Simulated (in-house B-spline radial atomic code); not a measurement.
Configurations of the calcium ion Ca⁴⁺, with energies counted from [Ne] 3s2 3p4. All numbers are computed (non-relativistic r2SCAN0, spin-polarised, spherical fractional occupations, exact exchange averaged over the configuration; point nucleus) with a radial B-spline atomic code at the basis-set limit, not measured. Shells without spins written out take the highest spin.

Occupations are held fixed; configurations that lie above the ionisation limit could autoionise.

| configuration | E - E(ref) (eV) | highest orbital | its <r> (bohr) |
| --- | --- | --- | --- |
| [Ne] 3s2 3p3 3d1 | 25.06 | 3d up | 1.265 |
| [Ne] 3s2 3p3 4f1 | 61.791 | 4f up | 3.362 |
| [Ne] 3s1 3p4 4p1 | 68.431 | 4p up | 2.747 |
| [Ne] 3s1 3p4 4f1 | 82.249 | 4f up | 3.354 |

(1) Order these further configurations by energy, lowest first.
A. [Ne] 3s2 3p3 4s1
B. [Ne] 3s2 3p3 4d1
C. [Ne] 3s1 3p4 3d1
D. [Ne] 3s1 3p5

Results:

(1) D (20.853 eV), A (42.082 eV), C (45.114 eV), B (56.538 eV).
